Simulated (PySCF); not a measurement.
Electron correlation in C (carbon, neutral)

[He] 2s2 2p2, high-spin 3P determinant. Computed with PySCF 2.14 in Sapporo-DZP-2012, with scalar relativity by spin-free X2C-1e. Frozen: 1s2; 4 electrons correlated.

MP2 pair energies summed by pair of shells (mhartree):

```tsv
pair	energy	share (%)
2s-2p	-33.49	59.7
2s-2s	-16.48	29.4
2p-2p	-6.14	10.9
```

Total MP2 correlation energy: -56.11 mhartree.

Same-spin part -10.56 and opposite-spin part -45.55 mhartree; SCS-MP2 scales them by 1/3 and 6/5 to -58.18 mhartree.

```csv
level,correlation energy (mhartree)
CCSD,-78.40
(T),-1.09
CCSD(T),-79.49
```

Diagnostics: T1 = 0.0079, D1 = 0.0154, largest double amplitude 0.122.

Question: Is a single reference adequate?

Answer: Mostly. T1 lies below 0.03, but a double amplitude of this size points to a near-degeneracy that CCSD handles and MP2 describes poorly.
